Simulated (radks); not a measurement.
Neutral tantalum inside a hard spherical wall (all orbitals vanish at R), configuration held at [Xe] 4f14 5d3 6s2 and not refilled when levels cross. Calculated with a radial shooting solver on a logarithmic mesh with Libxc functionals: scalar-relativistic Kohn-Sham, PBE, spin-unpolarised, spherical densities, finite nucleus; Fermi nuclear charge, rms radius 5.3507 fm. Eigenvalues in eV, with the zero of energy where the potential of the charges vanishes at infinity; a dash marks a level that is unbound or too diffuse for the functional's potential to be trusted. A positive occupied level is held by the wall or, in an anion where self-interaction has pushed it up, behind a barrier. The pressure on the wall is -dE/dV.

\begin{tabular}{lrrrrrrrrr}
R (bohr) & E (hartree) & kinetic (hartree) & e(5p) & e(4f) & e(6s) & e(5d) & e(6p, empty) & e(7s, empty) & pressure (GPa) \\ \hline
free & -15602.2844 & 17136.751 & -39.403 & -24.710 & -5.440 & -3.593 & -1.392 & - & 0 \\
15 & -15602.2844 & 17136.751 & -39.402 & -24.709 & -5.440 & -3.592 & -1.386 & 0.232 & < 0.0001 \\
12 & -15602.2844 & 17136.752 & -39.395 & -24.702 & -5.435 & -3.586 & -1.350 & 0.766 & 0.00113 \\
10 & -15602.2838 & 17136.757 & -39.351 & -24.657 & -5.402 & -3.547 & -1.226 & 1.766 & 0.0168 \\
6 & -15602.2226 & 17137.126 & -37.663 & -22.902 & -3.891 & -2.059 & 1.590 & 13.094 & 4.64 \\
4 & -15601.6018 & 17139.672 & -31.333 & -15.967 & 5.087 & 4.324 & 15.036 & 51.034 & 129 \\
3.5 & -15600.9515 & 17142.098 & -27.589 & -11.647 & 12.807 & 8.774 & 25.781 & 77.549 & 356 \\
3 & -15599.4906 & 17147.508 & -21.410 & -4.385 & 28.248 & 16.765 & 46.126 & 124.18 & 1140 \\
1.5 & -15539.7124 & 17342.086 & 112.80 & 111.10 & 405.25 & 188.65 & 466.44 & 922.75 & 182000 \\
\end{tabular}
